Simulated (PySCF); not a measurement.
# Zirconium: a sound run and one with changed settings

Sound run: Zr²⁺ [Kr] 4d2, Zr³⁺ [Kr] 4d1. All numbers are calculated (PySCF 2.14, scalar relativity through the core potential, in cc-pVDZ-PP with ECP28MDF (4s4p3d1f, 38 functions)). The sound run starts from symmetry-adapted Hartree-Fock orbitals and uses a fine grid where one is needed.

Changed run: initial guess 1e, at most 8 SCF cycles. This setting is unsound on purpose.

```json
{"species": "Zr²⁺", "method": "UHF", "sound run (hartree)": "-45.65996", "changed run (hartree)": "-45.65996", "converged": "no"}
{"species": "Zr²⁺", "method": "r2SCAN", "sound run (hartree)": "-46.04821", "changed run (hartree)": "-46.04821", "converged": "no"}
{"species": "Zr²⁺", "method": "M06-2X", "sound run (hartree)": "-45.93714", "changed run (hartree)": "-45.93714", "converged": "no"}
{"species": "Zr³⁺", "method": "UHF", "sound run (hartree)": "-44.83790", "changed run (hartree)": "-44.83790", "converged": "yes"}
{"species": "Zr³⁺", "method": "r2SCAN", "sound run (hartree)": "-45.19330", "changed run (hartree)": "-45.19330", "converged": "yes"}
{"species": "Zr³⁺", "method": "M06-2X", "sound run (hartree)": "-45.09036", "changed run (hartree)": "-45.09036", "converged": "yes"}
```

The SCF was stopped early; the energies are upper bounds that still move, and correlated levels were skipped or rest on poor orbitals.
